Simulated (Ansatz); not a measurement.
Reaction (ligand exchange at a Ge–C bond): `CC(C)[CH2][Ge]([Cl])([Cl])[Cl]` + HBr → `[Cl][Ge]([Cl])([Cl])[Br]` + `CC(C)C`

Isolated molecules relaxed with PBE0-D4/def2-TZVP in Ansatz; ΔE leaves out vibrations. CBS: MP2 limit from def2 TZ/QZ plus the TZ coupled-cluster correction, frozen cores. DFT in def2-TZVPP. For Br, Ge outer-core shells are correlated without core-valence functions, which leaves a few kJ/mol of doubt a bond. Scalar relativity is left out up to krypton. Each species was taken in one conformer, which may not be the lowest.

`CC(C)[CH2][Ge]([Cl])([Cl])[Cl]`:

```xyz
17

C     1.476    1.392    0.516
C     0.336    0.627   -0.145
C     0.839   -0.180   -1.333
C    -0.356   -0.250    0.895
Ge   -1.945   -1.182    0.281
Cl   -3.231   -1.629    1.932
Cl   -1.521   -3.045   -0.683
Cl   -3.074    0.000   -1.101
H     1.963    2.057   -0.201
H     2.234    0.703    0.900
H     1.119    1.999    1.351
H    -0.395    1.356   -0.513
H     1.538   -0.958   -1.009
H     0.026   -0.670   -1.874
H     1.362    0.465   -2.042
H     0.319   -1.026    1.272
H    -0.689    0.340    1.754
```

HBr:

Cartesian coordinates in Å:
```
Br -0.639 -0.303 -0.067
H 0.639 0.303 0.067
```

`[Cl][Ge]([Cl])([Cl])[Br]`:

Z-matrix (Å, degrees):
```
Ge
Cl 1 2.119
Cl 1 2.119 2 109.1
Br 1 2.270 2 109.9 3 120.5
Cl 1 2.119 2 109.1 3 -119.0
```

`CC(C)C`:

Z-matrix (Å, degrees):
```
C
C 1 1.522
H 1 1.093 2 111.4
H 1 1.093 2 111.4 3 120.6
H 1 1.095 2 110.6 3 -119.7
C 2 1.522 1 111.0 3 -178.3
C 2 1.522 1 111.0 3 57.8
H 2 1.098 1 107.9 3 -60.2
H 6 1.093 2 111.4 1 178.4
H 6 1.095 2 110.6 1 -61.9
H 6 1.093 2 111.4 1 57.8
H 7 1.093 2 111.4 1 -178.3
H 7 1.095 2 110.6 1 62.0
H 7 1.093 2 111.4 1 -57.7
```

| species | PBE energy (Eh) |
| --- | --- |
| `CC(C)[CH2][Ge]([Cl])([Cl])[Cl]` | -3614.59843 |
| HBr | -2574.36854 |
| `[Cl][Ge]([Cl])([Cl])[Br]` | -6030.71775 |
| `CC(C)C` | -158.27535 |

Work out ΔE.

ΔE = (-6030.71775) + (-158.27535) − (-3614.59843) − (-2574.36854) = -0.02613 Eh = -68.6 kJ/mol. CCSD(T)/CBS gives -54.8 kJ/mol.

Largest T1 diagnostic among the species: 0.009.

The D4 term adds +10.7 kJ/mol with B3LYP and +7.1 kJ/mol with PBE0; it sums over pairs of atoms, weighted by their polarisabilities, and B3LYP, whose exchange is more repulsive, gets the larger term. Leaving LDA and LC-ωPBE aside and taking each functional with its dispersion term where it has one, the values, not all of them listed here, spread over 7.9 kJ/mol, from B2PLYP to ωB97M-V. LDA lies +15.4 kJ/mol from PBE without D4. In def2-TZVPP, CCSD(T) changes the Hartree–Fock value by +28.7 kJ/mol (the triples alone add +2.9 kJ/mol) and MP2 by +27.2 kJ/mol.

B3LYP here is the variant with VWN-RPA as its local correlation; programs differ in this.
